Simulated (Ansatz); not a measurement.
Geometry optimisation, Ansatz, RKS PBE0-D4/def2-SVP.

input.yaml

```yaml
crystal:
  periodic: [false, false, false]
  atoms:
    - { symbol: W, position_ang: [-0.402045, -0.167611, -0.292545] }
    - { symbol: H, position_ang: [-0.028217, -0.022603, 1.364687] }
    - { symbol: H, position_ang: [1.15643, 0.145194, 0.152368] }
    - { symbol: H, position_ang: [0.046752, 1.31444, 0.317794] }
    - { symbol: F, position_ang: [-2.076864, 0.589704, 0.069354] }
    - { symbol: F, position_ang: [-0.351367, -1.969882, 0.230577] }
    - { symbol: F, position_ang: [0.332942, 0.30059, -1.943384] }
    - { symbol: Cl, position_ang: [2.448796, -1.585199, 1.405049] }
    - { symbol: H, position_ang: [1.216373, -1.327133, 1.840199] }
basis:
  gaussian: { orbitals: def2-SVP }
hamiltonian:
  xc: pbe0
  dispersion: d4
relax:
  f_tol: 0.03
  max_steps: 50
output:
  orbitals: {}
```

Command:

```bash
$ ansatz run input.yaml --threads 2 --pin off --max-ram 3072MiB --backend cpu --events-out ev --progress --plain --runs-dir out
```

Task: Where does it end, and by what steps?

Result: The run converged. The force dipped under the threshold on the way, but the program's further checks kept it going. After 15 steps the energy has fallen by 0.283 eV; H9 moved furthest, 0.90 Å.

| step | energy less start (eV) | largest force component (eV/Å) | accepted |
| --- | --- | --- | --- |
| 0 | 0.0000 | 1.191 | yes |
| 1 | -0.1148 | 0.812 | yes |
| 2 | -0.1748 | 0.628 | yes |
| 3 | -0.2125 | 0.511 | yes |
| 4 | -0.1863 | 1.334 | no |
| 5 | -0.2304 | 0.293 | yes |
| 6 | -0.2437 | 0.263 | yes |
| 7 | -0.2599 | 0.549 | yes |
| 8 | -0.2611 | 0.930 | yes |
| 9 | -0.2713 | 0.703 | yes |
| 10 | -0.2757 | 0.318 | yes |
| 11 | -0.2726 | 0.439 | no |
| 12 | -0.2794 | 0.033 | yes |
| 13 | -0.2815 | 0.039 | yes |
| 14 | -0.2826 | 0.025 | yes |
| 15 | -0.2832 | 0.026 | yes |

```xyz
9
Properties=species:S:1:pos:R:3
W -0.503 -0.090 -0.270
H -0.355 0.438 1.299
H 1.003 0.242 0.341
H -0.060 1.479 0.031
F -2.233 0.591 -0.077
F -0.162 -1.779 0.502
F 0.324 0.243 -1.911
Cl 2.778 -1.767 1.739
H 1.551 -2.081 1.490
```

Whether the end is a true minimum wasn't checked by a vibrational analysis.

The run took 67 s on 2 threads of Arm Neoverse V1 (shared host), peak memory 0.27 GiB.
